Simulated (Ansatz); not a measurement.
Relaxation of BFH₇N₃ (12 atoms, charge 0, multiplicity 1), to a largest force component of 0.03 eV/Å in at most 50 steps.

The calculation used RKS BLYP-D4/def2-SVP (Ansatz 0.2.0).

```xyz
12
Properties=species:S:1:pos:R:3:forces:R:3
B -0.073 0.675 -0.396 -0.09 1.19 -0.05
F -0.071 -0.454 1.878 0.02 -0.78 0.49
N 1.222 0.163 -0.743 -0.02 0.01 -0.03
H 1.319 -0.805 -1.051 -0.01 -0.04 0.01
H 2.047 0.458 -0.220 -0.01 0.02 0.01
N -1.288 0.080 -0.868 0.05 0.04 -0.02
H -1.326 -0.899 -1.151 0.00 0.01 0.03
H -2.199 0.427 -0.569 0.03 -0.03 0.01
N -0.150 2.002 0.330 0.08 -1.29 -0.09
H -1.004 2.546 0.183 -0.01 -0.01 0.02
H 0.662 2.616 0.216 0.00 -0.02 0.00
H -0.108 0.475 1.970 -0.04 0.89 -0.38
```

Problem. Where does it end, and by what steps?

Solution. The run converged. After 7 steps the energy has fallen by 0.392 eV; F2 moved furthest, 0.68 Å.

```tsv
step	energy less start (eV)	largest force component (eV/Å)	accepted
0	0.0000	1.286	yes
1	-0.1514	2.334	yes
2	-0.3077	1.094	yes
3	-0.3745	0.234	yes
4	-0.3863	0.193	yes
5	-0.3896	0.069	yes
6	-0.3910	0.043	yes
7	-0.3921	0.023	yes
```

```xyz
12
Properties=species:S:1:pos:R:3
B -0.068 0.629 -0.472
F -0.114 0.005 2.378
N 1.221 0.132 -0.839
H 1.330 -0.785 -1.272
H 2.055 0.404 -0.319
N -1.283 0.066 -0.967
H -1.311 -0.857 -1.399
H -2.193 0.346 -0.602
N -0.142 1.792 0.439
H -0.997 2.354 0.396
H 0.670 2.417 0.445
H -0.137 0.779 1.790
```

Whether the end is a true minimum wasn't checked by a vibrational analysis.

Run time: 15 s on 2 threads of Arm Neoverse V2 (shared host), peak memory 0.14 GiB.
